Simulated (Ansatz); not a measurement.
Input for Ansatz (a quantum-chemistry and plane-wave program): R-r2SCAN/def2-TZVPP on CH5BO (SMILES BOC), a point of a torsion scan.

Ansatz 0.2 input:
```yaml
crystal:
  periodic: [false, false, false]
  atoms:
    - {symbol: B, position_ang: [1.29693672, -0.23538437, 0.17987925]}
    - {symbol: O, position_ang: [0.38731103, 0.09874664, 1.08281493]}
    - {symbol: C, position_ang: [-0.05542305, 1.40507710, 1.33982138]}
    - {symbol: H, position_ang: [1.19961543, -1.30611634, -0.28723708]}
    - {symbol: H, position_ang: [2.04798735, 0.56262851, -0.26964379]}
    - {symbol: H, position_ang: [-0.18229402, 1.53424639, 2.41748959]}
    - {symbol: H, position_ang: [0.64600024, 2.15570017, 0.96175442]}
    - {symbol: H, position_ang: [-1.02288193, 1.54017747, 0.85073707]}
basis:
  gaussian:
    orbitals: def2-TZVPP
hamiltonian:
  xc: {name: r2SCAN}
scf: {lower_state_search: off}
```

**Question.** Give the final energy of this run.

**Answer.** -141.1701 hartree.
